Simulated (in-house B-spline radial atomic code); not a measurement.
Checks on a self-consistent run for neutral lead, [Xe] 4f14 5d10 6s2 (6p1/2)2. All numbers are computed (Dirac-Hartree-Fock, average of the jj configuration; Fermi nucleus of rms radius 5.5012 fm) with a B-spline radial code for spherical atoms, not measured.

```json
{"orbital": "1s1/2", "q": "2", "ε (Eh)": "-3255.85044", "<1/r>": "101.241", "<r²>": "0.000357426", "small-component weight": "0.097815"}
{"orbital": "2s1/2", "q": "2", "ε (Eh)": "-587.84972", "<1/r>": "25.0502", "<r²>": "0.00536144", "small-component weight": "0.022585"}
{"orbital": "2p1/2", "q": "2", "ε (Eh)": "-563.45340", "<1/r>": "24.9603", "<r²>": "0.00378482", "small-component weight": "0.022635"}
{"orbital": "2p3/2", "q": "4", "ε (Eh)": "-482.86446", "<1/r>": "19.9546", "<r²>": "0.00496289", "small-component weight": "0.019923"}
{"orbital": "3s1/2", "q": "2", "ε (Eh)": "-143.71959", "<1/r>": "9.19905", "<r²>": "0.0346623", "small-component weight": "0.0076173"}
{"orbital": "3p1/2", "q": "2", "ε (Eh)": "-132.77072", "<1/r>": "9.09652", "<r²>": "0.0315828", "small-component weight": "0.0075478"}
{"orbital": "3p3/2", "q": "4", "ε (Eh)": "-114.55869", "<1/r>": "7.79322", "<r²>": "0.037869", "small-component weight": "0.0067713"}
{"orbital": "3d3/2", "q": "4", "ε (Eh)": "-96.77636", "<1/r>": "7.67347", "<r²>": "0.0289799", "small-component weight": "0.0066271"}
{"orbital": "3d5/2", "q": "6", "ε (Eh)": "-92.93575", "<1/r>": "7.38279", "<r²>": "0.0306862", "small-component weight": "0.0064175"}
{"orbital": "4s1/2", "q": "2", "ε (Eh)": "-33.95108", "<1/r>": "3.88801", "<r²>": "0.16646", "small-component weight": "0.0025953"}
{"orbital": "4p1/2", "q": "2", "ε (Eh)": "-29.17915", "<1/r>": "3.77653", "<r²>": "0.169209", "small-component weight": "0.0024993"}
{"orbital": "4p3/2", "q": "4", "ε (Eh)": "-24.66119", "<1/r>": "3.34506", "<r²>": "0.198983", "small-component weight": "0.0022247"}
{"orbital": "4d3/2", "q": "4", "ε (Eh)": "-16.88428", "<1/r>": "3.14389", "<r²>": "0.20717", "small-component weight": "0.0020172"}
{"orbital": "4d5/2", "q": "6", "ε (Eh)": "-16.03082", "<1/r>": "3.04281", "<r²>": "0.217645", "small-component weight": "0.0019405"}
{"orbital": "4f5/2", "q": "6", "ε (Eh)": "-5.89891", "<1/r>": "2.69849", "<r²>": "0.240716", "small-component weight": "0.001572"}
{"orbital": "4f7/2", "q": "8", "ε (Eh)": "-5.70672", "<1/r>": "2.65991", "<r²>": "0.247207", "small-component weight": "0.0015405"}
{"orbital": "5s1/2", "q": "2", "ε (Eh)": "-6.10919", "<1/r>": "1.58493", "<r²>": "0.837095", "small-component weight": "0.00066366"}
{"orbital": "5p1/2", "q": "2", "ε (Eh)": "-4.40937", "<1/r>": "1.46663", "<r²>": "0.961631", "small-component weight": "0.00058377"}
{"orbital": "5p3/2", "q": "4", "ε (Eh)": "-3.55592", "<1/r>": "1.3093", "<r²>": "1.15512", "small-component weight": "0.00049585"}
{"orbital": "5d3/2", "q": "4", "ε (Eh)": "-1.10792", "<1/r>": "1.03046", "<r²>": "1.88875", "small-component weight": "0.00032033"}
{"orbital": "5d5/2", "q": "6", "ε (Eh)": "-0.99966", "<1/r>": "0.995498", "<r²>": "1.99383", "small-component weight": "0.00030132"}
{"orbital": "6s1/2", "q": "2", "ε (Eh)": "-0.54728", "<1/r>": "0.534552", "<r²>": "6.6021", "small-component weight": "8.9942e-05"}
{"orbital": "6p1/2", "q": "2", "ε (Eh)": "-0.25380", "<1/r>": "0.407017", "<r²>": "11.4233", "small-component weight": "4.9662e-05"}
```

Electron-electron repulsion V_ee = 7695.0920 hartree.

**Question.** What total energy follows from the eigenvalues?

**Answer.** The eigenvalues count the repulsion twice, so E = Σqε - V_ee = -13218.667 - 7695.092 = -20913.759 hartree; the run printed -20913.759.

**Question.** Does the Dirac virial theorem hold?

**Answer.** For a point nucleus E = -2c²Σq·w, with w the small-component weight. Here Σq·w = 0.55659 and c = 137.0360, so the ratio E/(-2c²Σq·w) is 1.000447; the finite nucleus accounts for the departure from 1.

**Question.** What diamagnetic shielding (Lamb formula) and susceptibility (Langevin formula) do the radii give?

**Answer.** σ = (α²/3)Σq<1/r> = 645.406/(3·137.036²) = 11456 ppm, and χ = -0.79199×10⁻⁶·Σq<r²> = -56.57×10⁻⁶ cm³/mol with Σq<r²> = 71.433 bohr². Both are non-relativistic formulas without the paramagnetism of open shells; for so heavy an element the full relativistic shielding is larger by tens of per cent.
